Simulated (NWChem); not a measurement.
# H$_{2}$S$_{2}$ cation, doublet; SMILES of the neutral closed-shell parent SS

```xyz
4

S      0.0478    -1.0029     0.0000
S     -0.0478     1.0029     0.0000
H     -1.3065    -1.1629     0.0000
H      1.3065     1.1629     0.0000
```
Atoms are numbered in this order, from 1.

Results from NWChem. Spin-unrestricted. In the optimisation the excess spin sits in bg (C2h, its own frame). Structure relaxed at the PBE0/def2-SVP, spin-unrestricted level. The spin multiplicity was typed, not searched, and may not be the lowest. No stability test was run on the SCF state. Vertical excitations in the gas phase. Excited states of an open shell can be spin-contaminated.

**Question.** What does the run give for B3LYP/def2-SVPD, TDA? Quantities: lowest excitation (eV); oscillator strength of that lowest state; lowest state with f > 0.02 (eV); lowest empty minus highest occupied level, either spin (eV).

**Answer.** 
```json
{
 "lowest excitation (eV)": "3.55",
 "oscillator_strength_of_that_lowest_state": "0.000",
 "lowest state with f > 0.02 (eV)": "3.80",
 "lowest empty minus highest occupied level, either spin (eV)": "2.79"
}
```
